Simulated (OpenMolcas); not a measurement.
## Ru2+: effect of the active space

```json
{
 "Program": "OpenMolcas 26.06",
 "Method": "CASSCF",
 "Basis": "ANO-R1",
 "Scalar Hamiltonian": "X2C, finite nucleus",
 "Spin-orbit coupling": "RASSI with atomic mean-field integrals over the reference wave functions, term energies averaged over their components"
}
```

A. 6 electrons in 5 orbitals (4d); 2S+1 = 5 even, 5 roots; 2S+1 = 3 even, 45 roots; 2S+1 = 1 even, 50 roots; cost roughly 19 core-seconds
B. 6 electrons in 6 orbitals (4d 5s); 2S+1 = 5 even, 30 roots; 2S+1 = 7 even, 1 root kept (CI in the orbitals of an earlier block); 2S+1 = 3 even, 127 roots kept (CI in the orbitals of an earlier block, 107 in the spin-orbit step); 2S+1 = 1 even, 102 roots kept (CI in the orbitals of an earlier block, 62 in the spin-orbit step); cost roughly 70 core-seconds

Energies in cm⁻¹ above 4d⁶ ⁵D₄, the measured ground level; measured values from Moore, Atomic Energy Levels, vol. III, NSRDS-NBS 35 (1971 reprint of NBS Circular 467, 1958).

| Level | A | B | Measured |
| --- | --- | --- | --- |
| 4d⁶ ⁵D₄ | 0.0 | 0.0 | 0.0 |
| 4d⁶ ⁵D₃ | 1192 | 1260 | 1159 |
| 4d⁶ ⁵D₂ | 1924 | 2027 | 1826 |
| 4d⁶ ⁵D₁ | 2394 | 2522 | 2266 |
| 4d⁶ ⁵D₀ | 2621 | 2760 | 2476 |
| 4d⁶ ³H₆ | 17452 | 18290 |  |
| 4d⁶ ³H₅ | 17860 | 18663 |  |
| 4d⁶ ³H₄ [62 %] | 17868 | 18538 |  |
| 4d⁶ ³P₂(1) | 18576 | 19017 |  |
| 4d⁶ ³F₄(1) [63 %] | 19893 | 20549 |  |
| 4d⁶ ³F₃(1) | 20326 | 20855 |  |
| 4d⁶ ³F₂(1) | 20886 | 21456 |  |
| 4d⁶ ³P₁(1) | 21981 | 22631 |  |
| 4d⁶ ³G₅ | 22194 | 22776 |  |
| 4d⁶ ³P₀(1) | 22804 | 23366 |  |
| 4d⁶ ³G₄ | 23336 | 23939 |  |
| 4d⁶ ³G₃ | 23653 | 24250 |  |
| 4d⁶ ¹I₆ | 26787 | 28008 |  |
| 4d⁶ ³D₂ | 28028 | 28042 |  |
| 4d⁶ ³D₁ | 28169 | 28151 |  |
| 4d⁶ ³D₃ | 28396 | 28381 |  |
| 4d⁶ ¹G₄(1) | 28843 | 29431 |  |
| 4d⁶ ¹D₂(1) | 34746 | 36045 |  |
| 4d⁶ ¹F₃ | 38989 | 39627 |  |

Deviations, from unrounded energies. A percentage is the sum of absolute deviations over the sum of measured energies, with the sign that they share, or ± where signs differ.

```
                  Against measurement  Levels     A      B
       mean absolute deviation (cm-1)       4   100    210
fine structure of the ground term (%)       4  +5.2  +10.9
```

A lies closest to measurement on these levels. The largest miss of A in the table is 4d⁶ ⁵D₀, by +150 cm-1. The ranking rests on the paired levels alone, and a cruder setting can come out closer through cancelling errors.

The spin-orbit steps hold different terms of 4d⁶ (B lacks a ¹S), which shifts levels as well.

Between A and B the level of the table that moves most is 4d⁶ ¹D₂(1), by 1300 cm-1 (lowest in A, highest in B).

Without dynamic correlation excited terms often stand tens of per cent too high (terms of higher spin than the ground term too low), and those without a measured partner can miss by more than the paired ones. Levels of configurations with an s electron are missing; early in the row they begin among the upper levels of the d shell and mix with terms of their name (holds for A). Some high roots are left out of the spin-orbit mixing, which shifts the levels that they would mix with (holds for B). Terms from blocks run as CI alone lack orbitals of their own (holds for B). Measured partners are found by configuration, term and J. A level has none where our copy of the source lacks it or the pairing is in doubt (some pairs that miss far off the trend of their configuration count as doubtful), and it then counts in no deviation. Only configurations of the active space appear. The table leaves out levels that lie high or whose names do not pair safely across all columns.

A share in square brackets marks a mixed level and gives the weight of the term that names it, the lowest over the columns. A number in round brackets counts repeated terms of one configuration in the order of the reference energies.
